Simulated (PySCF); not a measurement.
C4H4OSe, SMILES C=C1[Se]CC1=O.

Coordinates come from a B3LYP-D3(BJ)/def2-SVP optimisation. The structure was generated by enumeration, and PubChem lists no compound with its InChIKey, so it may never have been made.

Two levels are set side by side: PBE/def2-TZVP (PySCF) and r2SCAN/def2-TZVP (PySCF). Same geometry, gas phase. Differences are taken from unrounded values.

| quantity | r2SCAN |
|---|---|
| orbital gap (eV) | 2.82 |
| highest occupied level (eV) | -5.77 |
| lowest empty level (eV) | -2.95 |
| dipole moment (D) | 1.41 |
| mean polarisability (bohr³) | 76.6 |

### Question
What does PBE give, and how far is it from r2SCAN? (An estimate is asked for; the answer gives what the named calculation found.)

### Answer

| quantity | PBE | PBE minus r2SCAN |
|---|---|---|
| orbital gap (eV) | 2.51 | -0.32 |
| highest occupied level (eV) | -5.56 | 0.21 |
| lowest empty level (eV) | -3.05 | -0.11 |
| dipole moment (D) | 1.45 | 0.04 |
| mean polarisability (bohr³) | 78.0 | 1.4 |

Rough cost on one machine, each run with all the roots and properties that it gave: r2SCAN against PBE about 3 times.
